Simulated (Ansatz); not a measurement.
A nudged elastic band was laid between two geometries of AlCl$_{2}$H$_{6}$NSi (11 atoms, charge 0, multiplicity 1).

Computed with Ansatz 0.2.0, RHF/cc-pVDZ.

```
movable images  : 7
climbing image  : yes
spring          : 5.0 eV/Å²
optimiser       : quadratic models (default)
start path      : through a guess of the saddle point
force threshold : 0.03 eV/Å
iteration limit : 60
end points      : relaxed
```

First end point:

```xyz
11
Properties=species:S:1:pos:R:3
Al 0.055 -0.160 0.057
H 0.080 1.075 1.033
Cl 1.917 -0.674 -0.927
Cl -1.705 -0.411 -1.183
N -0.183 -1.783 1.307
H -0.643 -2.494 0.750
Si 1.274 -2.496 2.162
H 1.947 -3.381 1.197
H 2.108 -1.368 2.613
H 0.754 -3.262 3.320
H -0.880 -1.496 1.984
```

Last end point:

```xyz
11
Properties=species:S:1:pos:R:3
Al 0.231 -0.935 -0.303
H -1.143 1.291 1.791
Cl 1.876 0.372 -0.487
Cl -1.453 -0.626 -1.542
N 0.234 -2.298 0.835
H -0.614 -2.843 0.822
Si 1.418 -2.900 1.987
H 1.748 -4.324 1.706
H 2.641 -2.071 1.869
H 0.898 -2.822 3.379
H -1.112 0.706 2.257
```

Problem. What changes between the two ends?

Solution. Bonds broken: Al1–H2, N5–H11. Bonds formed: H2–H11. AlCl2H6NSi becomes AlCl2H4NSi + H2.

Problem. Give the energies along the band, and the barrier.

Solution. It converged. The highest image is number 5 of 0 to 8, 2.05 eV above the first end and 1.30 eV above the last; the last end lies 0.75 eV above the first. The profile has 3 maxima (images 1, 3, 5) with wells between them (images 2, 4): this band takes more than one step, which may be the mechanism or a detour left from its start path. A structure lower than the first end lies on the path between it and the top, so the climb from that side starts below the end, which may itself be a saddle point or a shallow side well. Neighbouring images differ by up to 2.0 eV, so the band resolves the path poorly. A vibrational analysis at the climbing image gives one clearly imaginary mode, 1761i cm⁻¹: a first-order saddle point. The orbitals stay closed-shell, which can raise the energy where a bond breaks towards radicals; this wasn't checked here.

| image | path coordinate (Å) | energy (eV) | Al1–H2 (Å) | N5–H11 (Å) | H2–H11 (Å) |
| --- | --- | --- | --- | --- | --- |
| 0 | 0.00 | 0.00 | 1.57 | 1.01 | 2.90 |
| 1 | 1.75 | 0.02 | 1.57 | 1.01 | 3.18 |
| 2 | 3.50 | -0.01 | 1.58 | 1.01 | 3.41 |
| 3 | 5.25 | 0.01 | 1.57 | 1.01 | 3.13 |
| 4 | 7.01 | 0.00 | 1.57 | 1.01 | 2.86 |
| 5 | 8.76 | 2.05 | 1.79 | 1.40 | 1.01 |
| 6 | 10.25 | 0.79 | 2.76 | 2.87 | 0.75 |
| 7 | 11.74 | 0.77 | 3.25 | 3.39 | 0.75 |
| 8 | 13.23 | 0.75 | 3.35 | 3.59 | 0.75 |

Problem. What is the geometry of the highest image?

Solution. 
```xyz
11
Properties=species:S:1:pos:R:3
Al -0.039 -0.321 0.089
H -1.129 -0.046 1.483
Cl 1.647 0.956 0.241
Cl -1.202 -0.386 -1.686
N 0.063 -1.962 1.043
H -0.497 -2.692 0.622
Si 1.397 -2.622 2.024
H 0.894 -3.810 2.757
H 2.548 -3.020 1.177
H 1.812 -1.566 2.976
H -0.770 -0.980 1.584
```

The band took 28 iterations and of the order of 7 core-minutes.

Run time: 3.7 min on 2 threads of AMD EPYC 9R45 96-Core Processor (Zen 5), on a shared host, peak memory 0.32 GiB.
